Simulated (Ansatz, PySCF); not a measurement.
The Ansatz (a quantum-chemistry and plane-wave program) input:
Ansatz 0.2 input:
```yaml
crystal:
  periodic: [false, false, false]
  atoms:
    - {symbol: C, position_ang: [1.86446653, 1.29407804, 0.80317924]}
    - {symbol: C, position_ang: [1.50690558, -0.17259937, 0.65139770]}
    - {symbol: C, position_ang: [2.68489215, -0.99790827, 0.16360737]}
    - {symbol: Se, position_ang: [-0.00341687, -0.41315183, -0.64432887]}
    - {symbol: C, position_ang: [-1.48670476, 0.35052891, 0.47190419]}
    - {symbol: C, position_ang: [-1.91146264, 1.70546761, -0.06583612]}
    - {symbol: C, position_ang: [-2.64416304, -0.63203627, 0.51247011]}
    - {symbol: H, position_ang: [2.19116429, 1.70310963, -0.15088233]}
    - {symbol: H, position_ang: [2.67491464, 1.40507664, 1.52279648]}
    - {symbol: H, position_ang: [1.01422512, 1.87378939, 1.15742322]}
    - {symbol: H, position_ang: [1.13115908, -0.57491929, 1.59824306]}
    - {symbol: H, position_ang: [2.40312917, -2.04381665, 0.05518323]}
    - {symbol: H, position_ang: [3.50766455, -0.92945013, 0.87370971]}
    - {symbol: H, position_ang: [3.02915302, -0.63217163, -0.80266792]}
    - {symbol: H, position_ang: [-1.04753119, 0.45505650, 1.46887565]}
    - {symbol: H, position_ang: [-1.06670254, 2.38915777, -0.11779913]}
    - {symbol: H, position_ang: [-2.32805585, 1.59998211, -1.06575793]}
    - {symbol: H, position_ang: [-2.67131268, 2.14223315, 0.58145157]}
    - {symbol: H, position_ang: [-2.31920383, -1.59481014, 0.90161164]}
    - {symbol: H, position_ang: [-3.04810621, -0.78347580, -0.48724072]}
    - {symbol: H, position_ang: [-3.43792651, -0.24778338, 1.15189977]}
basis:
  gaussian:
    orbitals: STO-3G
hamiltonian:
  xc: b3lyp5
accuracy: high
```

Convert this to an input for PySCF.

One answer among several that fit: 
```python
from pyscf import gto, scf, dft

mol = gto.M(
    atom='''
C     1.864467    1.294078    0.803179
C     1.506906   -0.172599    0.651398
C     2.684892   -0.997908    0.163607
Se   -0.003417   -0.413152   -0.644329
C    -1.486705    0.350529    0.471904
C    -1.911463    1.705468   -0.065836
C    -2.644163   -0.632036    0.512470
H     2.191164    1.703110   -0.150882
H     2.674915    1.405077    1.522796
H     1.014225    1.873789    1.157423
H     1.131159   -0.574919    1.598243
H     2.403129   -2.043817    0.055183
H     3.507665   -0.929450    0.873710
H     3.029153   -0.632172   -0.802668
H    -1.047531    0.455056    1.468876
H    -1.066703    2.389158   -0.117799
H    -2.328056    1.599982   -1.065758
H    -2.671313    2.142233    0.581452
H    -2.319204   -1.594810    0.901612
H    -3.048106   -0.783476   -0.487241
H    -3.437927   -0.247783    1.151900
''',
    basis='sto-3g',
    charge=0,
    spin=0,
    verbose=4,
)

mf = dft.RKS(mol)
mf.xc = 'b3lyp5'
mf.grids.atom_grid = (99, 590)
mf.grids.prune = None
mf.kernel()
```

Both were run: Ansatz gave -2608.815106 Eh and PySCF -2608.815106 Eh, 0.000 mEh apart.
